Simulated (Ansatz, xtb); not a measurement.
**Two isomers of C7H5NO**

We compare X, `C#Cc1cc[nH]c1C=O`, a singlet, with Y, `C#Cc1ccc(C=O)[nH]1`, a singlet. Both are isolated molecules in the gas phase, relaxed with B3LYP-D3(BJ)/def2-SVP; each stands in its lowest conformer found.

X (Å):

| atom | x (Å) | y (Å) | z (Å) |
| --- | --- | --- | --- |
| C | -2.9215 | -1.8807 | 0.0496 |
| C | -2.0840 | -1.0431 | 0.3177 |
| C | -1.1008 | -0.0662 | 0.6275 |
| C | 0.2325 | 0.0088 | 0.1258 |
| C | 0.8263 | 1.1244 | 0.7003 |
| C | -1.2656 | 1.0251 | 1.5012 |
| C | -2.3924 | 1.4694 | 2.3001 |
| N | -0.0832 | 1.7190 | 1.5187 |
| O | -2.3476 | 2.4585 | 3.0111 |
| H | -3.6608 | -2.6218 | -0.1882 |
| H | 0.6936 | -0.6816 | -0.5757 |
| H | 1.8299 | 1.5255 | 0.5775 |
| H | 0.0352 | 2.5531 | 2.0841 |
| H | -3.3079 | 0.8377 | 2.2172 |

Y (Å):

| atom | x (Å) | y (Å) | z (Å) |
| --- | --- | --- | --- |
| C | 1.2936 | -1.2012 | -2.0770 |
| C | 1.1688 | -1.1569 | -0.8697 |
| C | 1.0238 | -1.1016 | 0.5384 |
| C | 0.9435 | -2.1413 | 1.4809 |
| C | 0.8043 | -1.5485 | 2.7503 |
| C | 0.8016 | -0.1615 | 2.5665 |
| C | 0.6886 | 0.9432 | 3.5027 |
| N | 0.9352 | 0.0796 | 1.2237 |
| O | 0.7054 | 2.1119 | 3.1619 |
| H | 1.4033 | -1.2436 | -3.1444 |
| H | 0.9845 | -3.2008 | 1.2412 |
| H | 0.7142 | -2.0579 | 3.7078 |
| H | 0.5838 | 0.6423 | 4.5740 |
| H | 0.9609 | 1.0150 | 0.8320 |

Quicker runs give these differences E(Y) − E(X): GFN2-xTB −0.30 kcal/mol; HF/STO-3G +0.07 kcal/mol (at GFN2-xTB geometries); r2SCAN-D4/def2-SVP −0.23 kcal/mol (at GFN2-xTB geometries).

Question: Estimate E(Y) − E(X) at the level CCSD(T)/def2-SVP + ΔMP2/def2-TZVPP.

Answer: CCSD(T)/def2-SVP + ΔMP2/def2-TZVPP gives E(Y) − E(X) = +0.26 kcal/mol, slightly favouring structure X, which is too small a margin to settle the true order.

The same difference at several levels:

| level | geometry | E(Y) − E(X) (kcal/mol) | departure from the last row (kcal/mol) | job, with rough time for the two |
| --- | --- | --- | --- | --- |
| GFN2-xTB | GFN2-xTB | −0.30 | −0.56 | optimisation, 0.36 s |
| HF/STO-3G | GFN2-xTB | +0.07 | −0.19 | single point, 2.2 s |
| r2SCAN-D4/def2-SVP | GFN2-xTB | −0.23 | −0.50 | single point, 12 s |
| B3LYP-D3(BJ)/def2-SVP | B3LYP-D3(BJ)/def2-SVP | −0.04 | −0.31 | optimisation, 2.9 min |
| HF/def2-SVP | B3LYP-D3(BJ)/def2-SVP | +0.43 | +0.17 | part of the CCSD(T) run |
| MP2/def2-SVP | B3LYP-D3(BJ)/def2-SVP | +0.37 | +0.11 | part of the CCSD(T) run |
| CCSD(T)/def2-SVP | B3LYP-D3(BJ)/def2-SVP | +0.58 | +0.32 | single point |
| CCSD(T)/def2-SVP + ΔMP2/def2-TZVPP | B3LYP-D3(BJ)/def2-SVP | +0.26 |  | single point, 5.8 min |

As drawn, both hold the same kinds of bond in the same numbers.

The largest departure from CCSD(T)/def2-SVP + ΔMP2/def2-TZVPP is that of GFN2-xTB, 0.56 kcal/mol. The last row adds to CCSD(T) the change of the MP2 difference between the two basis sets, here −0.32 kcal/mol.

With thermal terms from frequencies at re-optimised GFN2-xTB minima (ideal gas, soft modes damped towards free rotors, one conformer each, 298.15 K, 1 atm): the zero-point term adds 0.00 kcal/mol; ΔH is +0.26 and ΔG +0.24 kcal/mol.

The correlated steps freeze 9 core orbitals. Codes used: Ansatz 0.2.0, xtb 6.7.1; the last row on 2 threads of Intel(R) Xeon(R) Processor @ 2.50GHz (Skylake/Cascade Lake) on a shared host.
